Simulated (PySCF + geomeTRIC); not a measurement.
Species: C2H4S3, SMILES `S=CCSS` (charge 0, multiplicity 1).

Give a relaxed geometry from PBE0-D3(BJ)/def2-TZVP run with PySCF + geomeTRIC.

This is not unique; one that fits is the end point of this relaxation, one of several conformers (outside a Z-matrix the atoms follow the SMILES, hydrogens last).
Z-matrix (Å, degrees):
```
C
H 1 1.0885
H 1 1.0947 2 110.74
C 1 1.4770 2 112.90 3 -126.47
H 4 1.0924 1 114.60 2 169.38
S 4 1.6100 5 120.39 1 -175.58
S 1 1.8332 2 109.73 3 113.64
S 7 2.0278 1 103.33 2 50.39
H 8 1.3485 7 99.29 1 87.01
```
